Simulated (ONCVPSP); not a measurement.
What one change does to a pseudopotential (S, ONCV)

sulfur (S), optimised norm-conserving Vanderbilt (ONCV), made with ONCVPSP 4.0.1 (LDA (Perdew-Wang 92), scalar-relativistic). Core [Ne], reference 3s2 3p4. Waves: 3s: rc 1.40 bohr, ncon 4, nbas 7, qcut 4.1 1/bohr, 2 projectors, debl 3.3 Ha; 3p: rc 1.35 bohr, ncon 4, nbas 8, qcut 7.4 1/bohr, 2 projectors, debl 0.3 Ha. Local part: polynomial inside 1.10 bohr (lpopt 5, dvloc0 0 Ha). Core correction: Teter function, fcfact 1.5, rcfact 1.25.

All-electron outer shells of the reference configuration (LDA (PZ), scalar-relativistic, ld1.x):

| shell | level (eV) | outermost node (bohr) | outermost maximum (bohr) |
| --- | --- | --- | --- |
| 2s | -210.79 | 0.13 | 0.39 |
| 2p | -156.52 | – | 0.33 |
| 3s | -17.28 | 0.60 | 1.40 |
| 3p | -7.11 | 0.58 | 1.59 |

Change: core correction Teter function, fcfact 7.8, rcfact 1.25.

Cutoffs: the cutoffs (Ha) at which the residual kinetic energy of the hardest occupied pseudo-wave falls to 1 and 0.1 mHa per electron; they do not see the model core or the augmentation charge, which bear on the density cutoff. Errors are all-electron minus pseudo energies relative to the spin-unpolarised reference configuration.

Predict the effect on cutoff, ghosts and configuration errors.

The potential gets neither clearly harder nor softer (40 Ha and 57 Ha → 40 Ha and 57 Ha); of the 4 tests that both files solve, the error grows in 1 and shrinks in 3 by more than 15 % and 0.3 meV (median size 11.0 → 7.1 meV); neither file shows a bound ghost. A model core, the more so a compact one, raises the density cutoff, which this test does not measure.

| quantity | base | changed |
| --- | --- | --- |
| cutoff, loose | 40 Ha | 40 Ha |
| cutoff, tight | 57 Ha | 57 Ha |
| bound ghosts | none | none |
| GHOST(+) flags under 300 eV | s at 182.4 eV | s at 182.4 eV |
| error for 3s2 3p3, meV [ΔE 11.86 eV] | +1.8 | +1.0 |
| error for 3s2 3p2, meV [ΔE 34.23 eV] | +20 | +13 |
| error for 3s2 3p1, meV [ΔE 68.38 eV] | +90 | +57 |
| error for 3s1 3p5, meV [ΔE 10.24 eV] | +0.2 | -1.0 |
| s: phases at 1.42 bohr within 0.05 rad from the reference energy up to (Ha; the scan ends near 5) | to the end of the scan | to the end of the scan |
| p: phases at 1.37 bohr within 0.05 rad from the reference energy up to (Ha; the scan ends near 5) | 4.3 | 4.3 |
| rms error of d²Exc/dni dnj with the model core, mHa | 2.34 | 0.47 |
